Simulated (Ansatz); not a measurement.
Input file:

```yaml
crystal:
  periodic: [false, false, false]
  atoms:
    - { symbol: Al, position_ang: [0.007519, 0.000157, 0.180633] }
    - { symbol: Cl, position_ang: [-0.004086, 0.614723, 2.195308] }
    - { symbol: F, position_ang: [1.414968, 0.108626, -0.656641] }
    - { symbol: F, position_ang: [-1.409673, 0.0243, -0.646896] }
    - { symbol: F, position_ang: [0.065446, -1.932196, 0.654806] }
    - { symbol: H, position_ang: [0.071125, -2.11181, 1.55359] }
basis:
  gaussian: { orbitals: def2-SVP }
hamiltonian:
  xc: hf
neb:
  order_check: false
  images: 5
  f_tol: 0.05
  max_iterations: 60
  final_atoms:
    - { symbol: Al, position_ang: [0.01860339, -0.43308231, -0.24017187] }
    - { symbol: Cl, position_ang: [0.01508323, -0.06326356, 2.28734576] }
    - { symbol: F, position_ang: [1.40728302, 0.33375749, -0.64961985] }
    - { symbol: F, position_ang: [-1.41519896, 0.25036836, -0.64166505] }
    - { symbol: F, position_ang: [0.06672935, -2.05710657, 0.03111083] }
    - { symbol: H, position_ang: [0.05279897, -1.32687341, 2.49380018] }
  initial_path:
    images:
      - { positions_ang: [[0.007519, 0.000157, 0.180633], [-0.004086, 0.614723, 2.195308], [1.414968, 0.108626, -0.656641], [-1.409673, 0.0243, -0.646896], [0.065446, -1.932196, 0.654806], [0.071125, -2.11181, 1.55359]] }
      - { positions_ang: [[0.00382435, 0.00058071, 0.12095819], [-0.00359777, 0.407792, 2.32407117], [1.42984481, 0.0767008, -0.71905967], [-1.42889749, 0.01450582, -0.71222353], [0.0741039, -1.91694481, 0.64440062], [0.07002119, -1.87883453, 1.62265322]] }
      - { positions_ang: [[0.0001297, 0.00100443, 0.06128338], [-0.00310954, 0.200861, 2.45283434], [1.44472162, 0.0447756, -0.78147834], [-1.44812197, 0.00471165, -0.77755106], [0.08276181, -1.90169361, 0.63399524], [0.06891739, -1.64585906, 1.69171644]] }
      - { positions_ang: [[-0.00356495, 0.00142814, 0.00160857], [-0.00262131, -0.00607001, 2.58159751], [1.45959843, 0.01285039, -0.84389701], [-1.46734646, -0.00508253, -0.84287859], [0.09141971, -1.88644242, 0.62358986], [0.06781358, -1.41288359, 1.76077966]] }
      - { positions_ang: [[0.0038245, -0.14340867, -0.07898491], [0.0032802, -0.02513452, 2.48351359], [1.44215996, 0.11981943, -0.77913796], [-1.44996396, 0.08006777, -0.77580741], [0.08318959, -1.94333047, 0.42609685], [0.06280871, -1.38421353, 2.00511983]] }
      - { positions_ang: [[0.01121394, -0.28824549, -0.15957839], [0.00918172, -0.04419904, 2.38542968], [1.42472149, 0.22678846, -0.7143789], [-1.43258146, 0.16521806, -0.70873623], [0.07495947, -2.00021852, 0.22860384], [0.05780384, -1.35554347, 2.24946]] }
      - { positions_ang: [[0.01860339, -0.43308231, -0.24017187], [0.01508323, -0.06326356, 2.28734576], [1.40728302, 0.33375749, -0.64961985], [-1.41519896, 0.25036836, -0.64166505], [0.06672935, -2.05710657, 0.03111083], [0.05279897, -1.32687341, 2.49380018]] }
```

Command:

```bash
$ ansatz run input.yaml --threads 1 --pin off --max-ram 2048MiB --backend cpu --events-out ev --progress --plain --runs-dir out
```

Hardware: 1 thread of Intel(R) Xeon(R) CPU @ 2.60GHz (Ice Lake) (shared host).

Problem. Roughly how long does this run take, and how much memory?

Solution. 49 s, with a peak of 0.17 GiB, for 8 band iterations.
